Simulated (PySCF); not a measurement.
## Gold: a sound run and one with changed settings

Sound run: Au⁺ [Xe] 4f14 5d10, Au²⁺ [Xe] 4f14 5d9. Calculation: PySCF 2.14, in cc-pVDZ-PP with ECP60MDF (4s4p3d1f, 38 functions); a scalar-relativistic core potential. The sound run starts from symmetry-adapted Hartree-Fock orbitals and uses a fine grid where one is needed.

A second run was set up differently.

```csv
species,method,sound run (hartree),changed run (hartree),converged
Au⁺,UHF,-134.49840,-134.49840,yes
Au⁺,M06-L,-135.44811,-135.36945,yes
Au⁺,LDA,-135.12773,-135.12598,yes
Au²⁺,UHF,-133.80050,-133.80050,yes
Au²⁺,M06-L,-134.69052,-134.61626,yes
Au²⁺,LDA,-134.34180,-134.33993,yes
```

Ionisation energy of Au⁺:

```
method  sound run (eV)  changed run (eV)
   UHF          18.991            18.991
 M06-L          20.615            20.496
   LDA          21.386            21.389
```

Problem. What was changed?
A. all electrons correlated in a valence basis
B. level shift left on
C. radial grid too coarse
D. a valence shell is frozen

Solution. C. It used radial step 0.5 in ln r (0.13 in the sound run). A coarse radial grid mis-integrates the density and the exchange-correlation energy, with errors of either sign; Hartree-Fock needs no grid.
